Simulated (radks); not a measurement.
Question: These are the eigenvalues of the occupied orbitals of an atom or ion with whole-number occupations (eV). Calculated with a radial shooting solver on a logarithmic mesh with Libxc functionals: Dirac Kohn-Sham, LDA (Slater exchange, Perdew-Wang correlation), spin-unpolarised, spherical densities, finite nucleus; Fermi nuclear charge, rms radius of each element as measured or else 0.836 A^(1/3) + 0.57 fm.

orbital  eigenvalue
1s1/2     -12489.97
2s1/2     -1614.526
2p1/2     -1450.948
2p3/2     -1409.270
3s1/2     -223.1026
3p1/2     -167.1445
3p3/2     -161.2587
3d3/2      -64.4020
3d5/2      -63.5044
4s1/2      -27.0732
4p1/2      -15.8905
4p3/2      -15.4344

Which element is it, and in what charge state? The configuration may be excited. Open shells, if any, are shared by 2j + 1.

Answer: Z = 34, selenium, charge +1: Se+ in [Ar] 3d10 4s2 4p3. The list shows which subshells hold electrons but not how many an open one holds; the 1s level, -459 hartree, gives Z - s = 30.3 by -(Z - s)^2/2, which with screening and relativity narrows Z to a few neighbours, and the depths of the outer levels then fix element, charge and occupations together.
